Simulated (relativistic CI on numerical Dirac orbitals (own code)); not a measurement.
**Hyperfine structure of Eu21+, mass number 153**

Method of calculation: Dirac-Coulomb-Breit CI, orbitals from a KLI potential per configuration, a model potential for QED, unscaled Slater integrals (own radial code, finite nucleus).

Configurations in the expansion (outside the closed core [Ar] 3d10): 4s2 4p6 4d6, 4s2 4p5 4d7, 4s2 4p6 4d5 4f, 4s2 4p4 4d8, 4s 4p6 4d7, 4p6 4d8, 4s2 4p6 4d5 5s, 4s 4p6 4d6 4f, 4s2 4p6 4d5 5p, 4s2 4p6 4d5 5d, 4s2 4p6 4d4 5s2, 4s2 4p4 4d7 5s, 4s2 4p6 4d5 6s, 4s 4p6 4d6 5s, 4s 4p6 4d5 5s2, 4p6 4d7 5s. Levels of other configurations are missing.

Nuclear spin I = 5/2, μ = 1.5294 μN, Q = 2.41 b (tables of Stone and Pyykkö). The electronic factors are computed for point nuclear moments, without core polarisation or the Bohr-Weisskopf and QED corrections.

```
           Level  E (cm⁻¹)  A (MHz)  B (MHz)
4s2 4p6 4d6 5D_4       0.0     2520    20800
4s2 4p6 4d6 5D_3   36139.9     1642     3350
4s2 4p6 4d6 5D_1   45091.0     2232    -7170
4s2 4p6 4d6 3G_5   71851.8     3505     8160
4s2 4p6 4d6 3H_6   73710.0     3831   -16000
4s2 4p6 4d6 3D_1  107043.1     3762    11000
```

Levels with J = 0, under 50 % of one LS term, or S terms without an open s electron are left out. Small factors come from cancelling terms and can be off by tens of per cent or more.

At this charge energies of transitions that change n are usually good to better than 1 %, and those within a shell (Δn = 0) to a few per cent. Terms inside the open d or f shell come out 10 to 20 % too wide with unscaled integrals.

Problem. Give the hyperfine levels of 4s2 4p6 4d6 5D_4 relative to its centre of gravity.

Solution. With K = F(F + 1) − I(I + 1) − J(J + 1), E = AK/2 + B[¾K(K + 1) − I(I + 1)J(J + 1)]/[2I(2I − 1)J(2J − 1)]: F = 3/2: -21300, F = 5/2: -21120, F = 7/2: -18530, F = 9/2: -11200, F = 11/2: 3885, F = 13/2: 30400 MHz.

LS names give the leading component of a level, which can be under half, so a name can repeat, a term be missing and a line seem to break the LS rules.
